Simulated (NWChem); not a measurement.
System: C3H5BO2; SMILES O=CB1COC1

Here is an NWChem input.

```
start job
memory heap 200 mb stack 900 mb global 1100 mb
geometry units angstroms noautosym nocenter noautoz
  O     -0.521926    -2.301951     0.000000
  C      0.486893    -1.624809     0.000000
  B      0.257226    -0.072582     0.000000
  C     -0.022893     1.065113    -1.054837
  O     -0.240489     2.010037     0.000000
  C     -0.022893     1.065113     1.054837
  H      1.499019    -2.114211     0.000000
  H     -0.917907     0.916422    -1.690268
  H      0.811692     1.354042    -1.723007
  H      0.811692     1.354042     1.723007
  H     -0.917907     0.916422     1.690268
end
basis spherical
  O library cc-pvtz
  C library cc-pvtz
  B library cc-pvtz
  H library cc-pvtz
end
dft
  xc b3lyp
  iterations 150
  semidirect filesize 400000000
end
property
  efieldgrad
end
task dft property
```

Coordinates come from a PBE0/def2-SVP optimisation. B3LYP is NWChem's, with the RPA form of VWN correlation.

Vzz is the largest principal value of the second derivative of the potential at the nucleus (NWChem prints the opposite sign); η is the asymmetry. Non-relativistic.

Atoms are numbered as in the input.

**Question.** Predict the main results of this run. (B3LYP/cc-pVTZ.) Quantities: Vzz O5 (a.u.); η O5; Vzz B3 (a.u.); η B3.

**Answer.** 
| Item | Value |
|---|---|
| Vzz O5 (a.u.) | -2.008 |
| η O5 | 0.81 |
| Vzz B3 (a.u.) | 0.609 |
| η B3 | 0.06 |
